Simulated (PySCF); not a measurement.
Breaking a bond: BH, singlet.

Computed with: UKS-B3LYP/LANL2DZ = unrestricted B3LYP/LANL2DZ (PySCF); UKS-TPSSh = unrestricted TPSSh/cc-pVTZ in PySCF; UCCSD(T) = CCSD(T) on UHF/cc-pVTZ, 1 core orbital frozen in PySCF.

Energies relative to the lowest point of each curve near equilibrium, in kcal/mol:

```tsv
R / Å	UKS-B3LYP/LANL2DZ	UKS-TPSSh
0.98	25.6	22.0
1.12	4.8	3.2
1.18	1.4	0.6
1.21	0.5	0.1
1.24	0.1	0.0
1.32	0.6	1.6
1.66	16.8	21.2
1.87	30.4	35.8
2.06	42.6	48.3
3.03	73.9	77.4
3.35	76.3	80.2
4.98	78.7	84.3
```

**Question.** What does UCCSD(T) give at the same points?

**Answer.** 0.98: 22.8; 1.12: 3.6; 1.18: 0.7; 1.21: 0.1; 1.24: 0.0; 1.32: 1.3; 1.66: 20.1; 1.87: 34.0; 2.06: 45.9; 3.03: 80.1; 3.35: 82.1; 4.98: 83.2 (kcal/mol).

The unrestricted determinant behind UKS-B3LYP/LANL2DZ is spin-contaminated at 0.98 to 1.37, 2.22 to 4.98 Å (<S²> up to 1.0, against 0.00 for a pure singlet). The unrestricted determinant behind UKS-TPSSh is spin-contaminated at 0.98 to 1.66, 2.22 to 4.98 Å (<S²> up to 1.0, against 0.00 for a pure singlet). The unrestricted determinant behind UCCSD(T) is spin-contaminated at 0.98 to 4.98 Å (<S²> up to 1.0, against 0.00 for a pure singlet).
